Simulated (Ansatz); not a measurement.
H₇NO₃Si₂ (`O[SiH2]N[SiH](O)O`). The species carries charge 0 and has multiplicity 1. The geometry is a stationary point of PBE0-D4/def2-TZVP. It is one conformer, not always the lowest.

```xyz
13

O    -1.507   -0.951    1.319
Si   -1.033   -1.364   -0.216
N     0.439   -0.593   -0.647
Si    0.735    1.089   -0.475
O    -0.560    1.741    0.277
O     2.156    1.195    0.342
H    -0.980   -1.301    2.040
H    -0.810   -2.829   -0.335
H    -2.170   -0.910   -1.043
H     1.235   -1.186   -0.830
H     0.860    1.844   -1.741
H    -0.968    1.221    0.978
H     2.603    2.043    0.328
```

Q: What is the dipole moment at r2SCAN/def2-TZVPP? (An estimate is asked.)

A: The calculation gave: 2.28 D, with components (1.83, -1.07, 0.86) D in this frame, pointing from negative to positive charge.

Q: And with PBE, B3LYP, ωB97M-V? (Estimate.)

A: Ansatz gave: PBE 2.24 D, B3LYP 2.26 D, ωB97M-V 2.29 D.

Q: Give the Mulliken charges with r2SCAN, ωB97M-V, B3LYP in def2-TZVPP. (Best estimate.)

A: Computed: 
| atom | r2SCAN | ωB97M-V | B3LYP |
| --- | --- | --- | --- |
| O1 | -0.44 | -0.41 | -0.42 |
| Si2 | 0.51 | 0.40 | 0.49 |
| N3 | -0.39 | -0.34 | -0.34 |
| Si4 | 0.67 | 0.60 | 0.65 |
| O5 | -0.41 | -0.39 | -0.40 |
| O6 | -0.41 | -0.38 | -0.39 |
| H7 | 0.21 | 0.19 | 0.19 |
| H8 | -0.09 | -0.05 | -0.09 |
| H9 | -0.08 | -0.03 | -0.08 |
| H10 | 0.15 | 0.11 | 0.13 |
| H11 | -0.12 | -0.07 | -0.12 |
| H12 | 0.20 | 0.19 | 0.19 |
| H13 | 0.20 | 0.17 | 0.18 |

B3LYP here is the variant with VWN-RPA as its local correlation; programs differ in this.
